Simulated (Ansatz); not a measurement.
H5NOSi2, relaxed with RKS PBE0-D4/def2-TZVP in the Gaussian-basis code of Ansatz from a GFN2-xTB geometry. The force threshold is 0.005 eV/Å; the program also tests the step.

Charge 0, multiplicity 1.

Start:

```xyz
9

N    -0.876    0.005    0.479
Si   -0.371    0.412   -1.138
O     1.159    0.006   -0.629
Si    0.755   -0.411    0.930
H    -1.758    0.003    0.956
H    -0.438    1.828   -1.453
H    -0.821   -0.518   -2.161
H     0.977   -1.831    1.144
H     1.373    0.506    1.872
```

Problem. By how much does the energy fall, and how many steps does the optimiser take? (Best estimate.)

Solution. Ansatz gave: 16.38 kJ/mol, in 4 steps.

Problem. Which bonds change most? (An estimate is asked.)

Solution. Ansatz gave: Si4–H9 from 1.452 to 1.485 Å; Si2–H6 from 1.452 to 1.485 Å; Si4–H8 from 1.453 to 1.485 Å.

Problem. Give the relaxed structure. (Best estimate.)

Solution. The calculation gave: 
```xyz
9

N    -0.880    0.001    0.479
Si   -0.352    0.402   -1.118
O     1.202    0.000   -0.654
Si    0.748   -0.402    0.903
H    -1.760   -0.001    0.957
H    -0.488    1.826   -1.518
H    -0.869   -0.454   -2.216
H     1.008   -1.825    1.234
H     1.390    0.453    1.933
```
